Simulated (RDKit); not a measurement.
Job for RDKit: UFF on ClH4N (a complex), monomers drawn apart or pushed together.

```python
from rdkit import Chem
from rdkit.Chem import AllChem, rdDetermineBonds

blocks = [
'''4

N    -0.03034345    0.07698428    0.60922851
H    -0.51995666   -0.75468028    0.29908219
H    -0.46507338    0.88208142    0.17286457
H     0.92844309    0.01983771    0.28511500
''',
'''2

Cl   -0.15078204    0.37068542    4.36308645
H    -0.10795280    0.26598696    3.02572537
''',
]
mol = None
for b in blocks:
    f = Chem.MolFromXYZBlock(b)
    rdDetermineBonds.DetermineBonds(f, charge=0)
    mol = f if mol is None else Chem.CombineMols(mol, f)
Chem.SanitizeMol(mol)
print(Chem.MolToSmiles(Chem.RemoveHs(mol)))
ff = AllChem.UFFGetMoleculeForceField(mol, vdwThresh=100.0, ignoreInterfragInteractions=False)
e = ff.CalcEnergy()
print(f'UFF energy {e:.6f} kcal/mol')
```

Program output:

```
Cl.N
UFF energy 2.658027 kcal/mol
```

The run finished.

Cost: about 0.020 core-seconds (a rough figure).
